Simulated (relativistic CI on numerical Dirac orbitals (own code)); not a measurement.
Energy levels of Sn35+

Computed by Dirac-Coulomb-Breit CI, orbitals from a KLI potential per configuration, model QED, unscaled Slater integrals (own radial code, finite nucleus).

Configuration list (outside the closed core [Ne]): 3s2.3p3, 3s.3p4, 3s2.3p2.3d, 3p5, 3s.3p3.3d, 3p4.3d, 3s.3p2.3d2, 3s2.3p.3d.4p, 3p4.4s, 3s.3p2.3d.4s, 3p4.4p, 3s2.3p2.4s, 3s2.3p2.4p, 3p3.3d.4p, 3s2.3p2.4d, 3s.3p3.4s, 3s2.3p2.4f, 3s.3p3.4p, 3s.3p3.4d, 3s.3p3.4f, 3s2.3p2.5s, 3s2.3p2.5p, 3s2.3p.4s.4p, 3s2.3p2.5d, 3s2.3p2.5f, 3s2.3p2.5g, 3s.3p2.4s2, 3s.3p3.5s, 3s2.3p.3d2, 3s2.3d3, 3s.3p.3d3, 3s2.3d2.4s, 3s2.3d2.4p, 3s2.3d2.4d, 3p3.3d2, 3p2.3d3, 3p2.3d2.4s, 3p2.3d2.4p, 3p2.3d2.4d, 3s2.3p.3d.4s, 3s.3p.3d2.4s, 3s2.3d.4s2, 3s2.3d.4s.4p, 3s2.3d.4s.4d, 3s.3p2.3d.4p, 3s.3p.3d2.4p, 3s.3p.3d.4s.4p, 3s.3p.3d.4p2, 3s.3p.3d.4p.4d, 3p3.3d.4s, 3p2.3d.4s2, 3p2.3d.4s.4p, 3p2.3d.4s.4d, 3s2.3p.4s2, 3s.3p.3d.4s2, 3s2.4s2.4p, 3s2.4s2.4d, 3s2.3p.4p2, 3s2.3d.4p2, 3s2.4s.4p2, 3s2.4p3, 3s2.4p2.4d, 3s.3p2.4s.4p, 3s.3p.4s2.4p, 3s.3p.4s.4p2, 3s.3p.4s.4p.4d. Double excitations out of closed p, d and f shells are left out; levels of such configurations are missing from the list, as are those of other unlisted configurations, and high levels can miss mixing partners. These lack a partner that the ground configuration has and come out too high: 3s2.3p2.4f, 3s.3p3.4d, 3s.3p3.4f, 3s2.3p2.5s, 3s2.3p2.5p.

The lowest level is 3s2.3p3 2P°_3/2, with 41 % of that term; Hund's rules for 3s2.3p3 give 4S° with J = 3/2, of which the calculation keeps J, while another term leads.

```csv
No.,Configuration,Term,J,E (eV),%,Landé g,Lifetime (s)
1,3s2.3p3,2P°,3/2,0.000,41,1.431,
2,3s2.3p3,4S°,3/2,47.781,50,1.415,8.33e-07
3,3s2.3p3,2D°,5/2,55.255,98,1.195,4.38e-06
4,3s2.3p3,2P°,1/2,64.520,98,0.659,9.39e-07
5,3s2.3p3,2P°,3/2,113.105,55,1.274,3.42e-07
6,3s2.3p2.3d,4F,3/2,136.342,35,0.825,1.45e-09
7,3s.3p4,4P,5/2,138.296,62,1.486,1.47e-10
8,3s2.3p2.3d,4F,5/2,160.031,28,1.202,1.83e-11
9,3s.3p4,4P,1/2,160.503,42,2.279,1.98e-11
10,3s.3p4,4P,3/2,162.482,28,1.158,1.25e-11
11,3s2.3p2.3d,4D,3/2,184.772,30,0.955,7.60e-11
12,3s2.3p2.3d,2F,5/2,184.780,46,0.976,7.32e-10
13,3s2.3p2.3d,4D,1/2,185.715,73,0.267,2.46e-10
14,3s.3p4,4P,3/2,188.772,40,1.438,1.26e-10
15,3s2.3p2.3d,4F,7/2,191.706,36,1.093,5.12e-09
16,3s.3p4,2D,5/2,196.405,32,1.194,3.17e-10
17,3s2.3p2.3d,4D,7/2,197.528,47,1.307,7.80e-09
18,3s2.3p2.3d,4F,9/2,205.191,50,1.218,4.74e-05
19,3s2.3p2.3d,4P,5/2,208.435,37,1.309,3.44e-12
20,3s2.3p2.3d,2P,1/2,210.317,29,1.257,4.38e-12
21,3s2.3p2.3d,4D,3/2,211.839,36,1.156,1.20e-11
22,3s2.3p2.3d,4P,3/2,213.967,28,1.277,1.76e-12
23,3s2.3p2.3d,4D,5/2,219.024,36,1.190,4.57e-12
24,3s2.3p2.3d,2S,1/2,219.155,34,1.916,3.08e-12
25,3s2.3p2.3d,2G,7/2,219.283,43,1.065,1.37e-11
26,3s2.3p2.3d,2D,3/2,227.093,49,1.032,5.90e-12
27,3s2.3p2.3d,2D,5/2,227.937,42,1.183,3.38e-12
28,3s.3p4,2P,3/2,232.433,36,1.172,3.37e-12
29,3s2.3p2.3d,2P,1/2,238.476,58,1.142,3.50e-12
30,3s2.3p2.3d,2F,7/2,254.444,47,1.257,9.30e-11
```

Energies count from the lowest computed level; ° marks odd parity; lifetimes are radiative, by E1, M1, E2, M2, E3 decay to levels of this space only.

The mean weight of the leading LS term, summed over parents, in these 30 levels is 46 %, and that of the leading jj configuration (from the same eigenvectors) 73 %, so jj coupling describes them better and the LS labels are nominal.

At this charge energies of transitions that change n are usually good to better than 1 %, and those within a shell (Δn = 0) to a few per cent.

LS names give the leading component of a level, which can be under half, so a name can repeat, a term be missing and a line seem to break the LS rules.
